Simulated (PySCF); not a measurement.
acetamide (C2H5NO), singlet, geometry from GFN2-xTB; B3LYP/6-31G run with PySCF.

The PySCF input:
```python
from pyscf import gto, scf, dft

mol = gto.Mole()
mol.atom = '''
    O     0.423788    1.313354   -0.109836
    C     0.078837    0.159624   -0.013024
    N     0.973498   -0.854778    0.086367
    C    -1.363696   -0.299149    0.009924
    H     0.689990   -1.814131    0.166908
    H    -2.017251    0.563523   -0.073322
    H    -1.551838   -0.975164   -0.821075
    H    -1.572827   -0.821031    0.940975
    H     1.956287   -0.639434    0.079237
'''
mol.basis = '6-31g'
mol.charge = 0
mol.spin = 0
mol.verbose = 4
mol.build()

mf = dft.RKS(mol)
mf.xc = 'b3lyp'
mf.kernel()
```

### Question
What does PySCF print? Leave out banner, timings and long lists.

### Answer

```
PySCF version 2.14.0

[INPUT] verbose = 4
[INPUT] num. atoms = 9
[INPUT] num. electrons = 32
[INPUT] charge = 0
[INPUT] spin (= nelec alpha-beta = 2S) = 0
[INPUT] symmetry False subgroup None
[INPUT] Mole.unit = angstrom
[INPUT] Symbol           X                Y                Z      unit          X                Y                Z       unit  Magmom
[INPUT]  1 O      0.423788000000   1.313354000000  -0.109836000000 AA    0.800843254877   2.481879364602  -0.207559958618 Bohr   0.0
[INPUT]  2 C      0.078837000000   0.159624000000  -0.013024000000 AA    0.148980338482   0.301645642908  -0.024611793046 Bohr   0.0
[INPUT]  3 N      0.973498000000  -0.854778000000   0.086367000000 AA    1.839644602812  -1.615296317303   0.163209976200 Bohr   0.0
[INPUT]  4 C     -1.363696000000  -0.299149000000   0.009924000000 AA   -2.577011957165  -0.565309680438   0.018753642060 Bohr   0.0
[INPUT]  5 H      0.689990000000  -1.814131000000   0.166908000000 AA    1.303892128689  -3.428210744083   0.315410407999 Bohr   0.0
[INPUT]  6 H     -2.017251000000   0.563523000000  -0.073322000000 AA   -3.812051914505   1.064904134893  -0.138558498905 Bohr   0.0
[INPUT]  7 H     -1.551838000000  -0.975164000000  -0.821075000000 AA   -2.932548809693  -1.842792886535  -1.551606877727 Bohr   0.0
[INPUT]  8 H     -1.572827000000  -0.821031000000   0.940975000000 AA   -2.972212271321  -1.551523729778   1.778185040063 Bohr   0.0
[INPUT]  9 H      1.956287000000  -0.639434000000   0.079237000000 AA    3.696846651047  -1.208355134735   0.149736228932 Bohr   0.0

nuclear repulsion = 122.321652178726
number of shells = 30
number of NR pGTOs = 108
number of NR cGTOs = 46
basis = 6-31g
ecp = {}

******** <class 'pyscf.dft.rks.RKS'> ********
method = RKS
initial guess = minao
damping factor = 0
level_shift factor = 0
DIIS = <class 'pyscf.scf.diis.CDIIS'>
diis_start_cycle = 1
diis_space = 8
diis_damp = 0
SCF conv_tol = 1e-09
SCF conv_tol_grad = None
SCF max_cycles = 50
direct_scf = True
direct_scf_tol = 1e-13
XC library pyscf.dft.libxc version 7.1.2
    S. Lehtola, C. Steigemann, M. J. T. Oliveira, and M. A. L. Marques,  SoftwareX 7, 1–5 (2018)
XC functionals = b3lyp
    P. J. Stephens, F. J. Devlin, C. F. Chabalowski, and M. J. Frisch,  J. Phys. Chem. 98, 11623 (1994)
radial grids:
    Treutler-Ahlrichs [JCP 102, 346 (1995); DOI:10.1063/1.469408] (M4) radial grids

becke partition: Becke, JCP 88, 2547 (1988); DOI:10.1063/1.454033
pruning grids: <function nwchem_prune>
grids dens level: 3
symmetrized grids: False
atomic radii adjust function: <function treutler_atomic_radii_adjust>
small_rho_cutoff = 0
Set gradient conv threshold to 3.16228e-05
Initial guess from minao.
tot grids = 105264
init E= -209.642747448316
  HOMO = -0.321420189123735  LUMO = -0.0444919732325912  gap/eV = 7.53560
cycle= 1 E= -208.976987864175  delta_E= 0.666  |g|= 0.887  |ddm|= 2.84
  HOMO = -0.0418548902880049  LUMO = 0.0583016779913565  gap/eV = 2.72540
cycle= 2 E= -208.236878593034  delta_E= 0.74  |g|= 2.05  |ddm|= 4.77
  HOMO = -0.240368782449137  LUMO = 0.0410637995067891  gap/eV = 7.65817
cycle= 3 E= -209.134813890752  delta_E= -0.898  |g|= 0.251  |ddm|= 3.94
  HOMO = -0.245250235676983  LUMO = 0.0293830249458213  gap/eV = 7.47315
cycle= 4 E= -209.147855807161  delta_E= -0.013  |g|= 0.0956  |ddm|= 0.297
  HOMO = -0.246862304634598  LUMO = 0.0304733184369803  gap/eV = 7.54669
cycle= 5 E= -209.149640955826  delta_E= -0.00179  |g|= 0.0236  |ddm|= 0.0757
  HOMO = -0.245396519753216  LUMO = 0.0331043288764268  gap/eV = 7.57839
cycle= 6 E= -209.149770472493  delta_E= -0.00013  |g|= 0.00597  |ddm|= 0.0235
  HOMO = -0.245995311212565  LUMO = 0.0331234251335202  gap/eV = 7.59521
cycle= 7 E= -209.149778722645  delta_E= -8.25e-06  |g|= 0.00138  |ddm|= 0.00923
  HOMO = -0.246246499317086  LUMO = 0.0329309317059292  gap/eV = 7.59680
cycle= 8 E= -209.149779134709  delta_E= -4.12e-07  |g|= 0.000327  |ddm|= 0.0022
  HOMO = -0.246259739771963  LUMO = 0.0329415412512561  gap/eV = 7.59745
cycle= 9 E= -209.149779156523  delta_E= -2.18e-08  |g|= 4.83e-05  |ddm|= 0.000469
  HOMO = -0.246266265358706  LUMO = 0.0329392626425917  gap/eV = 7.59757
cycle= 10 E= -209.149779157107  delta_E= -5.84e-10  |g|= 2.54e-06  |ddm|= 0.00011
  HOMO = -0.24626668899345  LUMO = 0.0329391929426728  gap/eV = 7.59758
Extra cycle  E= -209.149779157104  delta_E= 2.73e-12  |g|= 4.37e-06  |ddm|= 9.06e-06
converged SCF energy = -209.149779157104
```
